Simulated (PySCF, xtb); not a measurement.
NbF4Cl, SMILES [F][Nb]([F])([Cl])([F])[F], multiplicity 1.

GFN2-xTB in xtb 6.7.1 at its own geometry gives an orbital gap of 4.17 eV and a dipole moment of 2.26 D.

Geometry: B3LYP-D3(BJ)/def2-SVP. The multiplicity is an assumed one; no other spin state was optimised. The structure was generated by enumeration; whether it is a known compound was not checked. The def2 effective core potentials stand for the cores of Nb; spin–orbit coupling is left out.

Question: What does M06-2X/def2-TZVP run with PySCF give? (The exact figures need the calculation; the answer reports its results.)

Answer: gap 9.73 eV (levels -12.47 and -2.74 eV), dipole 1.61 D.
